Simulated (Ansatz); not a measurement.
Total energies of the cluster Ag₂F⁺ (the lowest singlet isomer of a short search) from Ansatz at PBE0-D4/def2-TZVP, gas phase (1 Eh = 27.2114 eV = 2625.5 kJ/mol). The reference geometry is relaxed at r2SCAN-D4/def2-TZVP.

```csv
atom,x (Å),y (Å),z (Å)
Ag1,0.758,0.259,1.931
Ag2,-0.757,-0.256,-1.932
F3,-0.001,-0.004,0.001
```

| state | geometry | energy (Eh) |
| --- | --- | --- |
| charge 1 singlet | reference | -393.53287 |
| charge 0 doublet | reference | -393.75180 |
| charge 1 triplet | relaxed at r2SCAN-D4/def2-TZVP | -393.39634 |
| charge 1 quintet | relaxed at r2SCAN-D4/def2-TZVP | -393.23709 |

In the def2 sets Ag takes a core potential; there is no spin–orbit coupling.

(1) Work out the vertical electron affinity, to the doublet.

(2) Which of the charge 1 states is lowest, and how far above it are the others?

(1) E(charge 1 singlet) − E(charge 0 doublet) = -393.53287 − (-393.75180) = 0.21893 Eh = 5.96 eV.

(2) The singlet. triplet: -393.39634 − (-393.53287) = 0.13653 Eh = 358.5 kJ/mol; quintet: -393.23709 − (-393.53287) = 0.29578 Eh = 776.6 kJ/mol.

The structure comes from a short search, and lower isomers may exist.
